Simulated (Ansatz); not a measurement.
Reaction (substitution at a C–C bond): `CC(C)COC(=O)CCCl` + `C[O][Ga]([OH])[OH]` → `C[O][Ga]([OH])[O]C` + `CCCOC(=O)CCCl`

Calculated with Ansatz (gas phase, PBE0-D4/def2-TZVP geometries, no zero-point term in ΔE). CCSD(T)/CBS is the MP2 limit (def2-TZVPP, def2-QZVPP) plus CCSD(T) − MP2 in def2-TZVPP, frozen cores. DFT in def2-TZVPP. For Ga outer-core shells are correlated without core-valence functions, which leaves a few kJ/mol of doubt a bond. Scalar relativity is left out up to krypton. One conformer a species, not always the lowest.

Is it downhill or uphill in electronic energy at CCSD(T)/CBS, and by how much? (An estimate is asked.)

Computed: Uphill: ΔE = +0.69 eV.

What do these levels give: r2SCAN-D4, ωB97M-V, CCSD/def2-TZVPP, MP2/def2-QZVPP, SCS-MP2/def2-QZVPP, MP2/CBS(def2)? (An estimate is asked.)

Ansatz gave: r2SCAN-D4 0.63, ωB97M-V 0.65, CCSD/def2-TZVPP 0.65, MP2/def2-QZVPP 0.76, SCS-MP2/def2-QZVPP 0.68, MP2/CBS(def2) 0.77 eV.

Largest T1 diagnostic among the species: 0.014.

The D4 term adds +0.05 eV with B3LYP and +0.03 eV with PBE0; it sums over pairs of atoms, weighted by their polarisabilities, and B3LYP, whose exchange is more repulsive, gets the larger term. In def2-TZVPP, CCSD(T) changes the Hartree–Fock value by +0.20 eV (the triples alone add +0.02 eV) and MP2 by +0.27 eV.

B3LYP here is the variant with VWN-RPA as its local correlation; programs differ in this.
